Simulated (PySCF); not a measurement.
C6H12F2O.
Structure used (PBE0-D3(BJ)/def2-SVP), in Å, numbered top down from 1:
```xyz
21
C6H12F2O angstrom
C     -1.5673    0.0336    1.6729
C     -1.0554    0.4028    0.2990
C     -2.1555    0.4427   -0.7488
F     -3.1180    1.3507   -0.3857
O     -0.1220   -0.5692   -0.1418
C      1.1204   -0.1355   -0.5714
C      1.9428    0.5121    0.5277
C      1.7988   -1.3241   -1.2109
F      0.9314    0.8302   -1.5581
H     -1.9615   -0.9944    1.6648
H     -2.3742    0.7175    1.9715
H     -0.7612    0.0875    2.4189
H     -0.5923    1.4035    0.3268
H     -1.7248    0.7330   -1.7201
H     -2.6164   -0.5560   -0.8437
H      2.1307   -0.2130    1.3314
H      2.9047    0.8562    0.1240
H      1.4220    1.3821    0.9507
H      1.1595   -1.7059   -2.0180
H      2.7727   -1.0307   -1.6251
H      1.9428   -2.1210   -0.4691
```

The closed-shell ground state was solved at several levels (PySCF, density fitting, gas phase, non-relativistic).

| level | basis functions | total energy (Eh) | HOMO (eV) | LUMO (eV) | gap (eV) | dipole (D) |
| --- | --- | --- | --- | --- | --- | --- |
| wB97X-D/pcSseg-1 | 213 | -510.5736 | -9.98 | 3.14 | 13.12 | 2.49 |
| PBE0/pcSseg-1 | 213 | -510.1725 | -8.05 | 1.32 | 9.37 | 2.44 |

Task: Estimate the row for CAM-B3LYP/def2-SVPD, a basis of 285 functions; the other rows only guide the guess.

Result: Total energy -510.2287 Eh, HOMO -9.62 eV, LUMO 1.19 eV, gap 10.81 eV, dipole 2.59 D.

Task: Over all these levels, which gives the widest orbital gap and which the narrowest?

Result: wB97X-D/pcSseg-1 (range-separated hybrid) has the widest, 13.12 eV, and PBE0/pcSseg-1 (global hybrid, 25 % exact exchange) the narrowest, 9.37 eV. The two share the basis. From the narrowest to the widest the HOMO moves by -1.93 eV and the LUMO by +1.82 eV.

Task: How far do the dipole and the HOMO energy spread over the levels?

Result: The dipole runs from 2.44 to 2.59 D (mean 2.51 D) and the HOMO from -9.98 to -8.05 eV.

One conformer stands for the species.

wB97X-D is run here without its empirical dispersion term; that term would change no orbital, density or response property at a fixed geometry.
